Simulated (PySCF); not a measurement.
# ¹⁹F chemical shifts

Level of theory: GIAO PBE0/pcSseg-1 shieldings, GFN2-xTB structure, in PySCF 2.14 (in vacuum, one computed conformer, non-relativistic, equivalent nuclei averaged).

Shieldings were converted by a linear fit to measured shifts: ¹⁹F: δ = 146.13 − 0.903σ +14.6 on sp3 carbon (rms 6.0 ppm, 223 shifts, 7.0 ppm with the 5 outliers that the fit left out vs CFCl3, solution or neat liquid). Occasional misses reach two or three times the rms, and more in compound classes unlike the fitted ones.

(1) Give the ¹⁹F shifts of `FCC1=CCC=CO1`, `FC[C@@H]1C[C@H]2C[C@]1(F)C2`, `F[C@@H]1[C@@H]2CC[C@H](F)[C@H]12`, `C[C@H]1C(=O)CC(F)(F)C1=O`.

(2) Order these by ¹⁹F shift, lowest first.
A. C#CC(=O)[C@@H](C)CF
B. FC1(F)CC[C@H]2C[C@@H]1C2
C. O=[S@@]1CCC[C@H](F)C1

Answers

(1) 
```json
{"compound": "FCC1=CCC=CO1", "environment": "fluorine on an sp3 carbon", "δ (ppm)": "-239.3"}
{"compound": "[F:1][CH2:2][C@@H:3]1[CH2:4][C@H:5]2[CH2:6][C@:7]1([F:8])[CH2:9]2", "environment": "F8: fluorine on an sp3 carbon", "δ (ppm)": "-161.2"}
{"compound": "[F:1][CH2:2][C@@H:3]1[CH2:4][C@H:5]2[CH2:6][C@:7]1([F:8])[CH2:9]2", "environment": "F1: fluorine on an sp3 carbon", "δ (ppm)": "-231.2"}
{"compound": "[F:1][C@@H:2]1[C@@H:3]2[CH2:4][CH2:5][C@H:6]([F:7])[C@H:8]12", "environment": "F7: fluorine on an sp3 carbon", "δ (ppm)": "-188.3"}
{"compound": "[F:1][C@@H:2]1[C@@H:3]2[CH2:4][CH2:5][C@H:6]([F:7])[C@H:8]12", "environment": "F1: fluorine on an sp3 carbon", "δ (ppm)": "-229.5"}
{"compound": "[CH3:1][C@H:2]1[C:3](=[O:4])[CH2:5][C:6]([F:7])([F:8])[C:9]1=[O:10]", "environment": "F7: fluorine of a CF2 group", "δ (ppm)": "-96.8"}
{"compound": "[CH3:1][C@H:2]1[C:3](=[O:4])[CH2:5][C:6]([F:7])([F:8])[C:9]1=[O:10]", "environment": "F8: fluorine of a CF2 group", "δ (ppm)": "-118.6"}
```

(2) A (-236.2 ppm, fluorine on an sp3 carbon), C (-170.8 ppm, fluorine on an sp3 carbon), B (-95.8 ppm, fluorine of a CF2 group).
